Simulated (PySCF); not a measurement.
F₅Nb, SMILES [F][Nb]([F])([F])([F])[F] (connectivity only; charge and spin as stated), charge +1, multiplicity 2.

Coordinates come from a r2SCAN-D4/def2-SVP optimisation. A frequency run showed that this geometry is not a minimum. The spin state was assumed, not searched. The isomer is the one that the SMILES or the coordinates give; other isomers of the formula were not compared. The def2 effective core potentials stand for the cores of Nb; spin–orbit coupling is left out.

Calculation: TDA-LC-ωPBE/def2-SVPD in PySCF 2.14.0.

Vertical excitations. 

```tsv
state	energy (eV)	λ (nm)	f	main pairs
root 1	1.14	1087	0.000	β HOMO−7→LUMO 57 %, β HOMO−12→LUMO 26 %, β HOMO−1→LUMO 16 %
root 2	1.47	841	0.004	β HOMO→LUMO 53 %, β HOMO−13→LUMO 32 %
root 3	3.24	382	0.007	β HOMO−3→LUMO 98 %
root 4	3.24	382	0.000	β HOMO−1→LUMO 79 %
root 5	3.50	354	0.023	β HOMO→LUMO 43 %, β HOMO−13→LUMO 35 %, β HOMO−6→LUMO 11 %, β HOMO−8→LUMO 7 %
root 6	3.51	353	0.000	β HOMO−2→LUMO 88 %
root 7	4.57	272	0.052	β HOMO−4→LUMO 74 %, β HOMO−10→LUMO 22 %
root 8	4.92	252	0.000	β HOMO−8→LUMO 53 %, β HOMO−11→LUMO 23 %, β HOMO−6→LUMO 22 %
root 9	5.48	226	0.000	β HOMO−5→LUMO 96 %
root 10	6.35	195	0.007	β HOMO−10→LUMO 73 %, β HOMO−4→LUMO 24 %
```
Unrestricted roots are not spin-pure.
